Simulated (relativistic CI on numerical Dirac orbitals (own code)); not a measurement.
What each ingredient does to the levels of Zr32+

Base calculation: Dirac-Coulomb-Breit CI, KLI orbitals optimised for each configuration, QED by a radiative potential, unscaled Slater integrals.

CI space (outside the closed core 1s2): 2s2.2p4, 2s.2p5, 2p6, 2p5.3s, 2p5.3p, 2p5.3d, 2s2.2p3.3s, 2s2.2p3.3p, 2s2.2p3.3d, 2s.2p4.3s, 2s.2p4.3p, 2s.2p4.3d, 2s2.2p3.4s, 2s2.2p3.4p, 2s2.2p3.4d, 2s2.2p3.4f. Levels of other configurations are missing.

Variants: (1) P86 correlation estimate; (2) one mean potential for all configurations; (3) non-relativistic limit. Shifts of the energy above 2s2.2p4 3P_2, in eV, for the lowest level and the first level of each name with at least 55 % of one term (blank where a level changes its place among those of its configuration and J or its character, or is not in the variant):

| Level | Base | Δ(1) | Δ(2) | Δ(3) |
| --- | --- | --- | --- | --- |
| 2s2.2p4 3P_2 | 0.00 | 0.00 | 0.00 | 0.00 |
| 2s2.2p4 3P_1 | 85.51 | 0.00 | +0.03 | -85.51 |
| 2s2.2p4 1D_2 | 99.30 | 0.00 | +0.02 | -78.48 |
| 2s.2p5 3P°_2 | 263.22 | +0.32 | +0.06 | -95.76 |
| 2s.2p5 3P°_1 | 294.27 | +0.32 | +0.06 | -126.81 |
| 2s.2p5 3P°_0 | 354.16 | +0.32 | +0.06 | -186.70 |
| 2s.2p5 1P°_1 | 384.82 | +0.32 | +0.06 | -156.90 |
| 2p6 1S_0 | 588.92 | +0.55 | +0.20 | -196.78 |
| 2s2.2p3.3s 3D°_3 | 2385.80 | +1.42 | +1.78 | -56.22 |
| 2s2.2p3.3s 1D°_2 | 2389.94 | +1.42 | +1.87 | -54.24 |
| 2s2.2p3.3p 3P_0 | 2391.86 | +1.60 | +1.78 | -37.32 |
| 2s2.2p3.3s 3P°_0 | 2405.13 | +1.43 | +1.50 | -60.31 |
| 2s2.2p3.3s 3P°_1 | 2406.97 | +1.42 | +1.54 | -62.15 |
| 2s2.2p3.3p 3D_3 | 2460.87 | +1.60 | +1.62 |  |

At this charge energies of transitions that change n are usually good to better than 1 %, and those within a shell (Δn = 0) to a few per cent.

Ionisation energy from the two ground configurations alone: base 4123.88 eV; P86 correlation estimate 4125.65 eV. The NIST ASD value (semi-empirical) is 4127 eV.

LS names give the leading component of a level, which can be under half, so a name can repeat, a term be missing and a line seem to break the LS rules.
